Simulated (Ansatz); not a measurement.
Reactions of CH₈B₂SSi (`BSCB[SiH3]`).

Program: Ansatz. Geometries: PBE0-D4/def2-TZVP. ΔE: electronic, gas phase. CCSD(T)/CBS is the MP2 limit (def2-TZVPP, def2-QZVPP) plus CCSD(T) − MP2 in def2-TZVPP, frozen cores. This one scheme is used for every species. DFT in def2-TZVPP. Each species was taken in one conformer, which may not be the lowest.

```
                                                   reaction  MP2/CBS(def2) (kJ/mol)  ωB97X-V (kJ/mol)  PBE0-D4 (kJ/mol)  r2SCAN-D4 (kJ/mol)
`BSCB[SiH3]` + `BC(O)[SiH3]` → `BC([SiH3])B[SiH3]` + `BSCO`                     -74               -63               -68                 -66
                    `BSCB[SiH3]` + H₂O → `OCB[SiH3]` + `BS`                      67                44                51                  48
    `BSCB[SiH3]` + `CN[SiH3]` → `CN([SiH3])B[SiH3]` + `BSC`                    -146              -140              -142                -143
                  `BSCB[SiH3]` + `BF` → `FBB[SiH3]` + `BSC`                      25                13                11                  10
        `BSCB[SiH3]` + `[SiH3]S` → `[SiH3]BS[SiH3]` + `BSC`                    -102               -94               -99                -101
                `BSCB[SiH3]` + `C=N` → `C=NB[SiH3]` + `BSC`                    -129              -127              -139                -146
```

(1) Give the CCSD(T)/CBS values in the same order. (An estimate is asked.)

Largest T1 diagnostic: 0.017, for `C=NB[SiH3]`.

Results:

(1) Computed: -68, 57, -144, 17, -98, -127 kJ/mol.
